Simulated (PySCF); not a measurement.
In(F)(Cl)(OMe) (CH3ClFInO), SMILES C[O][In]([F])[Cl].

The structure is a stationary point at PBE0-D3(BJ)/def2-SVP. The structure was generated by enumeration; whether it is a known compound was not checked. The def2 effective core potentials stand for the cores of In; spin–orbit coupling is left out. Other conformers were not sampled.

Two levels are set side by side: PBE/def2-TZVP (PySCF) and ωB97X/def2-TZVP (PySCF). Same geometry, gas phase. Differences are taken from unrounded values.

```
quantity                      ωB97X    PBE  PBE minus ωB97X
---------------------------  ------  -----  ---------------
orbital gap (eV)               9.97   3.08            -6.89
highest occupied level (eV)  -10.79  -6.80             3.99
lowest empty level (eV)       -0.82  -3.72            -2.90
dipole moment (D)              2.17   2.23             0.06
mean polarisability (bohr³)    58.5   64.7              6.1
```

Without exact exchange PBE keeps part of each electron's self-repulsion, which lifts occupied levels and narrows the gap. PBE's more diffuse valence density responds more strongly to a field. Differences between two approximate levels are no errors against the true value.

Rough cost on one machine, each run with all the roots and properties that it gave: ωB97X against PBE within a factor of 2.
